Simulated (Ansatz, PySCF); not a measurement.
Input for PySCF:
```python
from pyscf import gto, scf, dft

mol = gto.M(
    atom='''
Al    0.21245422   -0.05862416   -0.17834376
C    -0.47701543   -1.82207545    0.47936475
H     0.14271414   -2.58097180   -0.02812227
H    -1.53135447   -1.97330328    0.21413471
H    -0.36344163   -1.92419206    1.56641333
C     0.05422794    1.93877437   -0.12417154
H     0.87129886    2.30998632   -0.76612119
H     0.17831252    2.33333941    0.89258143
H    -0.90900968    2.27988746   -0.52519064
H     1.38630040   -0.38282564   -1.16638584
''',
    basis='cc-pvdz',
    charge=1,
    spin=1,
    verbose=4,
)

mf = dft.UKS(mol)
mf.xc = 'pbe0'
mf.grids.atom_grid = (99, 590)
mf.grids.prune = None
mf.kernel()
```

### Question
Write the same job for Ansatz (an electronic-structure program).

### Answer
This is not unique; one that fits is 
Ansatz 0.2 input:
```yaml
crystal:
  periodic: [false, false, false]
  atoms:
    - {symbol: Al, position_ang: [0.21245422, -0.05862416, -0.17834376]}
    - {symbol: C, position_ang: [-0.47701543, -1.82207545, 0.47936475]}
    - {symbol: H, position_ang: [0.14271414, -2.58097180, -0.02812227]}
    - {symbol: H, position_ang: [-1.53135447, -1.97330328, 0.21413471]}
    - {symbol: H, position_ang: [-0.36344163, -1.92419206, 1.56641333]}
    - {symbol: C, position_ang: [0.05422794, 1.93877437, -0.12417154]}
    - {symbol: H, position_ang: [0.87129886, 2.30998632, -0.76612119]}
    - {symbol: H, position_ang: [0.17831252, 2.33333941, 0.89258143]}
    - {symbol: H, position_ang: [-0.90900968, 2.27988746, -0.52519064]}
    - {symbol: H, position_ang: [1.38630040, -0.38282564, -1.16638584]}
basis:
  gaussian:
    orbitals: cc-pVDZ
hamiltonian:
  xc: pbe0
total_charge: 1
magnetization: {spin_polarized: true, initial_magnetization: 1}
accuracy: high
```

Both were run: PySCF gave -322.267837 Eh and Ansatz -322.267837 Eh, 0.000 mEh apart.
